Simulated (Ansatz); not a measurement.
A short molecular-dynamics run on `B1OCSS1`.

```yaml
crystal:
  periodic: [false, false, false]
  atoms:
    - {symbol: B, position_ang: [-0.441106, 1.229603, -0.204456]}
    - {symbol: O, position_ang: [0.081774, 0.498132, 0.807459]}
    - {symbol: C, position_ang: [0.344471, -0.859357, 0.524734]}
    - {symbol: S, position_ang: [0.829127, -1.055930, -1.209978]}
    - {symbol: S, position_ang: [-0.438625, 0.470521, -1.841234]}
    - {symbol: H, position_ang: [-0.901787, 2.308646, -0.011497]}
    - {symbol: H, position_ang: [-0.556497, -1.441202, 0.738869]}
    - {symbol: H, position_ang: [1.174643, -1.207412, 1.140404]}
basis:
  gaussian: {orbitals: "6-31G*"}
hamiltonian: {xc: {name: r2SCAN}}
md: {timestep: 0.5 fs, n_steps: 20, ensemble: nve, temperature: 700, initial_velocities: maxwell_boltzmann, seed: 334}
```

```sh
$ ansatz run in.yaml --threads 2 --pin off --events-out ev --progress --plain --max-ram 4352MiB
```

```json
{"step": "0", "time (fs)": "0.0", "potential energy (eV)": "-25476.9010", "kinetic (eV)": "0.5429", "T (K)": "700", "conserved (eV)": "-25476.3582"}
{"step": "1", "time (fs)": "0.5", "potential energy (eV)": "-25476.8959", "kinetic (eV)": "0.5378", "T (K)": "693", "conserved (eV)": "-25476.3581"}
{"step": "2", "time (fs)": "1.0", "potential energy (eV)": "-25476.8769", "kinetic (eV)": "0.5190", "T (K)": "669", "conserved (eV)": "-25476.3579"}
{"step": "3", "time (fs)": "1.5", "potential energy (eV)": "-25476.8475", "kinetic (eV)": "0.4899", "T (K)": "632", "conserved (eV)": "-25476.3576"}
{"step": "4", "time (fs)": "2.0", "potential energy (eV)": "-25476.8129", "kinetic (eV)": "0.4557", "T (K)": "588", "conserved (eV)": "-25476.3572"}
{"step": "5", "time (fs)": "2.5", "potential energy (eV)": "-25476.7786", "kinetic (eV)": "0.4217", "T (K)": "544", "conserved (eV)": "-25476.3570"}
{"step": "6", "time (fs)": "3.0", "potential energy (eV)": "-25476.7490", "kinetic (eV)": "0.3922", "T (K)": "506", "conserved (eV)": "-25476.3568"}
{"step": "7", "time (fs)": "3.5", "potential energy (eV)": "-25476.7257", "kinetic (eV)": "0.3688", "T (K)": "476", "conserved (eV)": "-25476.3569"}
{"step": "8", "time (fs)": "4.0", "potential energy (eV)": "-25476.7076", "kinetic (eV)": "0.3505", "T (K)": "452", "conserved (eV)": "-25476.3571"}
{"step": "9", "time (fs)": "4.5", "potential energy (eV)": "-25476.6921", "kinetic (eV)": "0.3348", "T (K)": "432", "conserved (eV)": "-25476.3573"}
{"step": "10", "time (fs)": "5.0", "potential energy (eV)": "-25476.6758", "kinetic (eV)": "0.3184", "T (K)": "411", "conserved (eV)": "-25476.3574"}
{"step": "11", "time (fs)": "5.5", "potential energy (eV)": "-25476.6567", "kinetic (eV)": "0.2992", "T (K)": "386", "conserved (eV)": "-25476.3575"}
{"step": "12", "time (fs)": "6.0", "potential energy (eV)": "-25476.6338", "kinetic (eV)": "0.2764", "T (K)": "356", "conserved (eV)": "-25476.3574"}
{"step": "13", "time (fs)": "6.5", "potential energy (eV)": "-25476.6080", "kinetic (eV)": "0.2508", "T (K)": "323", "conserved (eV)": "-25476.3573"}
{"step": "14", "time (fs)": "7.0", "potential energy (eV)": "-25476.5816", "kinetic (eV)": "0.2245", "T (K)": "289", "conserved (eV)": "-25476.3571"}
{"step": "15", "time (fs)": "7.5", "potential energy (eV)": "-25476.5573", "kinetic (eV)": "0.2005", "T (K)": "258", "conserved (eV)": "-25476.3569"}
{"step": "16", "time (fs)": "8.0", "potential energy (eV)": "-25476.5386", "kinetic (eV)": "0.1819", "T (K)": "235", "conserved (eV)": "-25476.3567"}
{"step": "17", "time (fs)": "8.5", "potential energy (eV)": "-25476.5282", "kinetic (eV)": "0.1717", "T (K)": "221", "conserved (eV)": "-25476.3566"}
{"step": "18", "time (fs)": "9.0", "potential energy (eV)": "-25476.5284", "kinetic (eV)": "0.1718", "T (K)": "222", "conserved (eV)": "-25476.3565"}
{"step": "19", "time (fs)": "9.5", "potential energy (eV)": "-25476.5393", "kinetic (eV)": "0.1827", "T (K)": "236", "conserved (eV)": "-25476.3566"}
{"step": "20", "time (fs)": "10.0", "potential energy (eV)": "-25476.5596", "kinetic (eV)": "0.2027", "T (K)": "261", "conserved (eV)": "-25476.3568"}
```

Velocities are drawn at the set temperature; a run this short doesn't reach equilibrium.

Frames (Å, forces in eV/Å):

```xyz
8
time=0.0 fs
B    -0.441    1.230   -0.204   -0.109    0.268   -0.009
O     0.082    0.498    0.807    0.011    0.255    0.306
C     0.344   -0.859    0.525    0.027   -0.310    0.161
S     0.829   -1.056   -1.210    0.477   -0.463   -0.305
S    -0.439    0.471   -1.841   -0.319    0.276   -0.363
H    -0.902    2.309   -0.011   -0.022    0.034    0.029
H    -0.556   -1.441    0.739   -0.144   -0.037    0.078
H     1.175   -1.207    1.140    0.080   -0.023    0.102
8
time=0.5 fs
B    -0.439    1.229   -0.205   -0.043   -0.002   -0.091
O     0.080    0.498    0.806    0.065    0.219    0.352
C     0.342   -0.856    0.523   -0.126   -0.494    0.247
S     0.832   -1.059   -1.210    0.305   -0.360   -0.294
S    -0.441    0.473   -1.841   -0.248    0.197   -0.392
H    -0.901    2.289   -0.003   -0.170    0.416    0.058
H    -0.556   -1.444    0.766   -0.011    0.067   -0.095
H     1.173   -1.204    1.129    0.227   -0.044    0.213
8
time=1.0 fs
B    -0.437    1.229   -0.205    0.027   -0.266   -0.177
O     0.079    0.499    0.805    0.119    0.180    0.397
C     0.340   -0.853    0.521   -0.264   -0.682    0.353
S     0.835   -1.062   -1.209    0.138   -0.259   -0.283
S    -0.442    0.476   -1.841   -0.178    0.121   -0.421
H    -0.901    2.270    0.007   -0.321    0.792    0.093
H    -0.556   -1.446    0.793    0.123    0.173   -0.271
H     1.172   -1.200    1.119    0.356   -0.058    0.309
8
time=1.5 fs
B    -0.435    1.228   -0.205    0.083   -0.489   -0.260
O     0.077    0.499    0.804    0.173    0.139    0.440
C     0.337   -0.850    0.519   -0.362   -0.869    0.480
S     0.838   -1.066   -1.209   -0.023   -0.161   -0.274
S    -0.444    0.478   -1.840   -0.111    0.048   -0.450
H    -0.901    2.254    0.016   -0.459    1.127    0.124
H    -0.555   -1.448    0.819    0.245    0.268   -0.444
H     1.172   -1.197    1.109    0.454   -0.064    0.384
8
time=2.0 fs
B    -0.433    1.228   -0.205    0.111   -0.635   -0.333
O     0.076    0.500    0.803    0.226    0.096    0.483
C     0.334   -0.847    0.517   -0.401   -1.048    0.626
S     0.841   -1.069   -1.209   -0.177   -0.066   -0.265
S    -0.446    0.481   -1.840   -0.047   -0.021   -0.479
H    -0.903    2.240    0.025   -0.568    1.385    0.146
H    -0.553   -1.449    0.844    0.343    0.347   -0.609
H     1.172   -1.194    1.101    0.511   -0.058    0.430
8
time=2.5 fs
B    -0.431    1.227   -0.206    0.094   -0.676   -0.383
O     0.074    0.500    0.802    0.278    0.053    0.524
C     0.332   -0.845    0.515   -0.367   -1.215    0.788
S     0.844   -1.072   -1.209   -0.323    0.025   -0.256
S    -0.448    0.483   -1.840    0.014   -0.088   -0.508
H    -0.906    2.229    0.035   -0.631    1.536    0.147
H    -0.551   -1.449    0.867    0.412    0.404   -0.757
H     1.174   -1.191    1.093    0.522   -0.038    0.446
8
time=3.0 fs
B    -0.429    1.226   -0.206    0.023   -0.596   -0.405
O     0.073    0.501    0.802    0.328    0.011    0.564
C     0.329   -0.843    0.514   -0.257   -1.366    0.958
S     0.847   -1.076   -1.209   -0.461    0.111   -0.248
S    -0.450    0.486   -1.840    0.072   -0.151   -0.538
H    -0.910    2.222    0.046   -0.636    1.563    0.122
H    -0.548   -1.449    0.889    0.446    0.434   -0.886
H     1.178   -1.188    1.086    0.487   -0.006    0.433
8
time=3.5 fs
B    -0.427    1.225   -0.206   -0.104   -0.396   -0.394
O     0.071    0.501    0.801    0.373   -0.029    0.602
C     0.326   -0.841    0.512   -0.076   -1.495    1.126
S     0.849   -1.079   -1.208   -0.591    0.193   -0.239
S    -0.452    0.489   -1.840    0.127   -0.212   -0.567
H    -0.916    2.219    0.056   -0.583    1.467    0.067
H    -0.544   -1.447    0.909    0.444    0.436   -0.991
H     1.182   -1.185    1.081    0.410    0.036    0.395
8
time=4.0 fs
B    -0.424    1.224   -0.207   -0.280   -0.099   -0.350
O     0.070    0.502    0.800    0.415   -0.064    0.636
C     0.323   -0.839    0.511    0.168   -1.595    1.283
S     0.852   -1.082   -1.208   -0.711    0.270   -0.229
S    -0.454    0.491   -1.840    0.178   -0.270   -0.596
H    -0.924    2.219    0.067   -0.476    1.266   -0.015
H    -0.539   -1.445    0.926    0.405    0.408   -1.068
H     1.188   -1.182    1.076    0.301    0.084    0.339
8
time=4.5 fs
B    -0.422    1.223   -0.208   -0.488    0.262   -0.279
O     0.069    0.502    0.800    0.450   -0.094    0.666
C     0.321   -0.838    0.510    0.461   -1.659    1.415
S     0.855   -1.085   -1.208   -0.823    0.342   -0.219
S    -0.456    0.494   -1.840    0.227   -0.326   -0.624
H    -0.932    2.222    0.078   -0.329    0.991   -0.118
H    -0.532   -1.441    0.941    0.331    0.352   -1.115
H     1.194   -1.179    1.072    0.172    0.132    0.273
8
time=5.0 fs
B    -0.420    1.222   -0.208   -0.711    0.650   -0.189
O     0.068    0.502    0.799    0.478   -0.118    0.690
C     0.318   -0.836    0.509    0.790   -1.682    1.514
S     0.858   -1.088   -1.208   -0.927    0.410   -0.208
S    -0.458    0.496   -1.840    0.272   -0.379   -0.649
H    -0.941    2.228    0.088   -0.159    0.677   -0.233
H    -0.525   -1.437    0.953    0.221    0.267   -1.131
H     1.200   -1.175    1.069    0.035    0.176    0.205
8
time=5.5 fs
B    -0.419    1.221   -0.209   -0.932    1.030   -0.088
O     0.067    0.503    0.799    0.499   -0.135    0.706
C     0.315   -0.836    0.509    1.140   -1.661    1.570
S     0.860   -1.092   -1.208   -1.022    0.473   -0.196
S    -0.460    0.499   -1.840    0.316   -0.430   -0.672
H    -0.951    2.235    0.098    0.018    0.357   -0.349
H    -0.518   -1.431    0.962    0.080    0.155   -1.114
H     1.207   -1.171    1.066   -0.099    0.211    0.143
8
time=6.0 fs
B    -0.417    1.221   -0.210   -1.134    1.373    0.016
O     0.066    0.503    0.799    0.512   -0.144    0.713
C     0.313   -0.835    0.509    1.496   -1.592    1.579
S     0.863   -1.095   -1.208   -1.109    0.533   -0.185
S    -0.461    0.501   -1.840    0.357   -0.478   -0.690
H    -0.961    2.243    0.107    0.188    0.056   -0.460
H    -0.510   -1.426    0.969   -0.089    0.019   -1.065
H     1.213   -1.167    1.064   -0.220    0.234    0.092
8
time=6.5 fs
B    -0.416    1.220   -0.211   -1.309    1.662    0.117
O     0.065    0.504    0.799    0.516   -0.148    0.710
C     0.311   -0.835    0.510    1.844   -1.480    1.541
S     0.865   -1.098   -1.208   -1.187    0.590   -0.173
S    -0.463    0.504   -1.840    0.396   -0.524   -0.705
H    -0.970    2.252    0.115    0.340   -0.210   -0.557
H    -0.503   -1.420    0.973   -0.278   -0.134   -0.990
H     1.219   -1.162    1.062   -0.321    0.243    0.057
8
time=7.0 fs
B    -0.415    1.220   -0.212   -1.449    1.886    0.211
O     0.064    0.504    0.799    0.512   -0.145    0.697
C     0.309   -0.836    0.510    2.166   -1.330    1.459
S     0.868   -1.101   -1.208   -1.258    0.644   -0.162
S    -0.465    0.506   -1.840    0.434   -0.567   -0.714
H    -0.978    2.260    0.122    0.468   -0.429   -0.638
H    -0.496   -1.415    0.975   -0.476   -0.296   -0.893
H     1.224   -1.156    1.060   -0.396    0.236    0.039
8
time=7.5 fs
B    -0.414    1.221   -0.212   -1.552    2.041    0.296
O     0.063    0.504    0.799    0.499   -0.138    0.672
C     0.308   -0.836    0.511    2.445   -1.153    1.343
S     0.870   -1.104   -1.208   -1.321    0.696   -0.152
S    -0.467    0.508   -1.840    0.471   -0.609   -0.717
H    -0.986    2.266    0.127    0.570   -0.597   -0.699
H    -0.490   -1.411    0.974   -0.668   -0.454   -0.784
H     1.229   -1.150    1.058   -0.443    0.214    0.041
8
time=8.0 fs
B    -0.414    1.221   -0.213   -1.617    2.125    0.371
O     0.062    0.505    0.799    0.479   -0.127    0.637
C     0.307   -0.837    0.512    2.658   -0.965    1.203
S     0.872   -1.107   -1.208   -1.376    0.748   -0.144
S    -0.468    0.511   -1.841    0.507   -0.648   -0.714
H    -0.992    2.272    0.130    0.643   -0.713   -0.741
H    -0.486   -1.407    0.972   -0.836   -0.596   -0.675
H     1.232   -1.144    1.056   -0.459    0.176    0.063
8
time=8.5 fs
B    -0.414    1.223   -0.214   -1.644    2.140    0.433
O     0.062    0.505    0.799    0.453   -0.114    0.593
C     0.307   -0.838    0.514    2.784   -0.781    1.054
S     0.874   -1.110   -1.208   -1.423    0.798   -0.137
S    -0.470    0.513   -1.841    0.542   -0.686   -0.705
H    -0.996    2.275    0.132    0.688   -0.778   -0.762
H    -0.484   -1.405    0.968   -0.958   -0.704   -0.579
H     1.234   -1.137    1.054   -0.443    0.125    0.104
8
time=9.0 fs
B    -0.414    1.225   -0.214   -1.634    2.088    0.482
O     0.061    0.505    0.800    0.420   -0.099    0.539
C     0.308   -0.839    0.515    2.806   -0.618    0.909
S     0.876   -1.113   -1.208   -1.462    0.848   -0.132
S    -0.472    0.515   -1.842    0.577   -0.723   -0.690
H    -0.999    2.277    0.132    0.703   -0.792   -0.763
H    -0.484   -1.405    0.963   -1.016   -0.765   -0.508
H     1.235   -1.129    1.053   -0.396    0.060    0.163
8
time=9.5 fs
B    -0.415    1.227   -0.214   -1.587    1.971    0.517
O     0.060    0.506    0.800    0.383   -0.083    0.477
C     0.309   -0.840    0.517    2.711   -0.487    0.775
S     0.878   -1.115   -1.208   -1.492    0.898   -0.129
S    -0.473    0.517   -1.842    0.612   -0.757   -0.668
H    -1.000    2.277    0.130    0.690   -0.756   -0.744
H    -0.486   -1.407    0.956   -0.997   -0.770   -0.468
H     1.235   -1.122    1.052   -0.320   -0.016    0.239
8
time=10.0 fs
B    -0.416    1.230   -0.215   -1.503    1.789    0.535
O     0.060    0.506    0.801    0.342   -0.067    0.410
C     0.310   -0.841    0.519    2.501   -0.394    0.658
S     0.880   -1.118   -1.208   -1.514    0.947   -0.127
S    -0.475    0.519   -1.843    0.647   -0.791   -0.640
H    -0.999    2.275    0.126    0.648   -0.668   -0.704
H    -0.491   -1.410    0.949   -0.898   -0.716   -0.458
H     1.234   -1.114    1.051   -0.221   -0.099    0.327
```

It took 33 s on 2 threads of an Intel Xeon 6975P-C on a shared host, with 0.16 GiB of host memory at the peak.
